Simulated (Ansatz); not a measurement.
`BN(C)B(C)F` + `C#C` → `C#CB(C)F` + `BNC` at 600 K and 1 bar (formal exchange of groups at a B–N bond).

Gas-phase electronic energies from Ansatz, PBE0-D4/def2-TZVP geometries. CCSD(T)/CBS adds triple-zeta CCSD(T) − MP2 to the extrapolated MP2 energy (def2 sets, frozen cores). This one scheme is used for every species. One conformer a species, not always the lowest.

```
     species  CCSD(T)/CBS energy (Eh)  H − E (kJ/mol)  S (J/(mol·K))
`BN(C)B(C)F`               -285.13931           362.7          469.9
       `C#C`                -77.22717            96.2          235.4
  `C#CB(C)F`               -241.16581           216.6          407.4
       `BNC`               -121.18426           242.2          328.7
```

H − E and S are ideal-gas, rigid-rotor, harmonic terms from PBE0-D4/def2-TZVP, for one conformer and one mirror image of each species. 1 Eh = 2625.50 kJ/mol, R = 8.31446 J/(mol·K).

Q: By hand: ΔE, ΔH, ΔS and ΔG.

A: ΔE = (-241.16581) + (-121.18426) − (-285.13931) − (-77.22717) = 0.01641 Eh = 43.1 kJ/mol. Δ(H − E) = 216.6 + 242.2 − 362.7 − 96.2 = -0.1, so ΔH = 43.0 kJ/mol. ΔS = 407.4 + 328.7 − 469.9 − 235.4 = 30.8 J/(mol·K). ΔG = 43.0 − 600 × (30.8)/1000 = 24.5 kJ/mol.

Q: By hand: the equilibrium constant, and the temperature at which ΔG would vanish if ΔH and ΔS stayed fixed.

A: log₁₀ K = −ΔG/(RT ln 10) = -2.1. ΔG = 0 at ΔH/ΔS = 1396 K.

TΔS isn't small against ΔH here. A doubt of 5 kJ/mol in ΔE shifts log₁₀ K by 0.4 here. Other conformers and mirror images would add mixing entropy, several J/(mol·K) or more a flexible species. Modes under 60 cm⁻¹, often nearly free rotors, make the harmonic entropy too high. These are equilibria of isolated gas molecules and say nothing of rates. Largest T1 diagnostic: 0.013 (customary marks: 0.02 for closed shells, 0.045 for open ones).
